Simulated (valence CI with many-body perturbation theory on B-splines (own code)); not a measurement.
Ho³⁶⁺: input, log and results

Calculated by relativistic CI+MBPT: three valence electrons over a frozen Dirac-Fock core [Ar] 3d10, radial functions for each j: 6 s, 6 p, 5 d, 3 f, 1 g, with the one-electron correlation potential Σ1 (screened to all orders), the two-electron term Σ2, the three-electron term Σ3, Breit, model QED; selected single and double excitations, second order for the rest, scaled by the run's own slope (own B-spline code, finite nucleus).

Command, and the settings that its task file holds:

```sh
python run_cv.py task.json out
```

```
atom Ho  Z=67  mass_number=165  rms_radius_fm=5.2022
core [Ar] 3d10
valence 4s2 4p1
avg = 1
basis = S
breit = 1
cap = 10000
capref = 1200
cscale = 1
de = 0.0
dress = 0
ecut = 253.5
eps = 2e-08
extrap = 1
h = 0.27
hh = 1
l2 = 3
lcore = 6
maxit = 60
n2 = 5
natural = 1
nlev = 21
nno = [3, 3, 3, 2, 1]
nroot = 26
nsp = [3, 3, 2, 1, 0]
pt2 = 1
qed = 1
rpa = 1
s1 = 1
s2 = 1
s3 = 1
screen = 1
tol = 2e-05
whole = 1
```

It took 20 s on 1 thread of Arm Neoverse V1 (shared host).

Log. The first blocks belong to the next ion, which gives the ionisation energy. Fields: 2J, parity (1 odd), roots, reference size, generating configurations, candidates as configurations/state functions, variational space P, stored matrix elements, Davidson steps; e2 is the range of second-order energies in hartree. The first line gives the box (bohr), its intervals, the orbitals and the steps of their self-consistent field. Window is the range of levels sought, series limit the energy at which the first omitted orbital would enter, core excitation an estimate of the first excitation out of the core, left out the lowest levels not solved, and shifts from estimates the range by which levels moved from their first estimate, all in cm⁻¹.

```
rmax 3.1 intervals 57 orbitals 36 references ['4s2 4p', '4s 4p2', '4s2 4d', '4p3', '4s 4p 4d'] scf 3 t 0.8
2J=0 par=0 roots 2 ref 15 generators 4 cand 92/92 P 105/105 nnz 0 it 0
2J=0 par=0 roots 2 ref 15 generators 4 cand 2/2 P 107/107 nnz 0 it 0
   second order: generators 8 cand 0/0 e2 -0.00000 -0.00000
reference levels 439, estimated 52, window 2312749 1/cm; series limit 6538184, core excitation 9872864
2J=1 par=1 roots 4 ref 29 generators 9 cand 594/897 P 849/1255 nnz 0 it 0
2J=1 par=1 roots 4 ref 29 generators 13 cand 521/792 P 991/1460 nnz 0 it 4
   second order: generators 16 cand 534/822 e2 -0.00000 -0.00000
2J=3 par=1 roots 7 ref 46 generators 12 cand 584/1304 P 1105/2244 nnz 0 it 3
2J=3 par=1 roots 7 ref 46 generators 20 cand 726/1641 P 1263/2594 nnz 1.1e+06 it 4
   second order: generators 25 cand 879/1929 e2 -0.00000 -0.00000
2J=1 par=0 roots 4 ref 38 generators 10 cand 744/1113 P 756/1105 nnz 0 it 0
2J=1 par=0 roots 4 ref 38 generators 12 cand 773/1185 P 965/1404 nnz 0 it 4
   second order: generators 18 cand 564/886 e2 -0.00000 -0.00000
2J=3 par=0 roots 5 ref 59 generators 12 cand 741/1690 P 952/1899 nnz 0 it 4
2J=3 par=0 roots 5 ref 59 generators 17 cand 864/1977 P 1099/2200 nnz 0 it 5
   second order: generators 21 cand 717/1676 e2 -0.00000 -0.00000
2J=5 par=0 roots 4 ref 61 generators 10 cand 796/2073 P 943/1981 nnz 0 it 4
2J=5 par=0 roots 4 ref 61 generators 16 cand 913/2459 P 1088/2335 nnz 0 it 4
   second order: generators 22 cand 963/2539 e2 -0.00001 -0.00000
2J=5 par=1 roots 5 ref 42 generators 8 cand 843/2214 P 1123/2476 nnz 0 it 4
2J=5 par=1 roots 5 ref 42 generators 18 cand 733/1942 P 1250/2832 nnz 1.3e+06 it 4
   second order: generators 24 cand 791/2018 e2 -0.00000 -0.00000
2J=7 par=1 roots 2 ref 32 generators 4 cand 721/1861 P 827/1776 nnz 0 it 3
2J=7 par=1 roots 2 ref 32 generators 12 cand 858/2238 P 990/2183 nnz 0 it 3
   second order: generators 16 cand 695/1831 e2 -0.00001 -0.00000
left out: unestimated 3360209, estimated 2609759, shifts from estimates -1 to 0
operators 2.0
```

The Davidson iterations converged. The settings are bad on purpose, so the numbers may not be properties of the ion.

The last digits are not significant, and no measured levels were compared; by estimate large intervals hold to a few tenths of a per cent, small ones and those within an open d or f shell to about a per cent.

```
Valence energy                            : -187.2795 hartree
Ionisation energy                         : 1598.9 eV (NIST: 1598 ± 5 eV (theoretical))
Reference configurations for the orbitals : 4s2 4p, 4s 4p2, 4s2 4d, 4p3, 4s 4p 4d
Radial orbitals                           : 36
Box radius                                : 3.098 bohr
Largest variational space                 : 2832
Lowest levels                             : (4s^2 4p1/2) J=1/2 0.00, (4s^2 4p3/2) J=3/2 57.52, (4s 4p1/2^2) J=1/2 79.41, (4s 4p1/2 4p3/2) J=3/2 [a] 126.30, (4s 4p1/2 4p3/2) J=5/2 133.31, (4s 4p1/2 4p3/2) J=3/2 [b] 143.53, (4s 4p1/2 4p3/2) J=1/2 146.39, (4s 4p3/2^2) J=5/2 185.95, (4s^2 4d3/2) J=3/2 192.18, (4s 4p3/2^2) J=1/2 203.97, (4s^2 4d5/2) J=5/2 208.13, (4s 4p3/2^2) J=3/2 208.28, (4p1/2^2 4p3/2) J=3/2 224.10, (4s 4p1/2 4d3/2) J=3/2 [a] 255.77 eV
```

Levels are named by their leading jj configuration (3d3/2^4 stands for four electrons in 3d with j = 3/2), which in mixed levels can hold well under half, so a name can repeat and another be missing. Letters in brackets count levels of one name in rising energy.
